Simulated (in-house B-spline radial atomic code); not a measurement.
Tl⁸⁺: [Xe] 4f14 5d5 (with a hole in an inner shell)

All numbers are computed (Dirac-Hartree-Fock, average of configuration; Fermi nucleus of rms radius 5.4759 fm) with a radial B-spline atomic code at the basis-set limit, not measured.

Z_r = [3n² - l(l+1)]/(2<r>); Z_e = n√(-2ε); the last column is Slater's effective charge. Values are occupation-weighted means over j. An effective charge above Z reflects the relativistic contraction of the inner shells.

```
shell  electrons   ε (eV)  <r> (bohr)    Z_r    Z_e  Slater
   1s          2   -86230     0.01632  91.91  79.61   80.70
   2s          2   -15607     0.06804  88.19  67.74   76.85
   2p          6   -13578      0.0618  80.91  63.18   76.85
   3s          2    -3892      0.1767  76.41  50.74   69.75
   3p          6    -3290      0.1779  70.24  46.65   69.75
   3d         10  -2600.8      0.1625  64.60  41.48   59.85
   4s          2  -1004.7      0.3913  61.34  34.37   53.25
   4p          6  -801.64      0.4149  55.43  30.70   53.25
   4d         10  -543.69      0.4388  47.86  25.29   41.85
   5s          2   -273.2      0.8695  43.13  22.41   23.35
   4f         14   -264.1      0.4627  38.90  17.62   30.45
   5p          6  -211.39      0.9684  37.69  19.71   23.35
   5d          5  -136.87       1.171  29.45  15.86   11.60
```

The least bound orbital is 5d5/2 at -135.7 eV, and it is also the most diffuse (<r> = 1.182 bohr).

Spin-orbit splittings of the orbital energies (j = l + 1/2 above j = l - 1/2 when positive): 2p 2069 eV, 3p 466.1 eV, 3d 98.62 eV, 4p 114.8 eV, 4d 21.68 eV, 4f 4.787 eV, 5p 22.62 eV, 5d 3.043 eV.

For the 1s electron the small component carries 9.52 % of the norm, the zero-frequency Breit interaction raises the level by 329.5 eV, self-energy by 212.8 eV, and vacuum polarisation lowers it by 44.72 eV.
